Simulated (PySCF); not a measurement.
W(NH)(S)(SH)2 (H3NS3W), SMILES [SH][W]([SH])(=[NH])=[S], multiplicity 1. The structure is a stationary point at PBE-D3(BJ)/def2-SVP. The multiplicity is an assumed one; no other spin state was optimised. The structure was generated by enumeration; whether it is a known compound was not checked. The def2 effective core potentials stand for the cores of W; spin–orbit coupling is left out. One conformer was computed; it need not be the lowest.

Computed equilibrium geometry at PBE-D3(BJ)/def2-SVP (PySCF confirms it by a frequency run) as Cartesian coordinates in Å (one conformer of several):
```xyz
8

W     -0.0026    -0.1356    -0.0855
N     -0.5151    -1.5016    -1.0686
H     -0.3196    -2.3698    -1.5816
S      2.1028    -0.1610     0.3678
S     -0.5715     1.7037    -1.4351
H      0.0798     2.6204    -0.6569
S     -1.1362    -0.2258     1.9778
H     -2.2802    -0.7765     1.4749
```
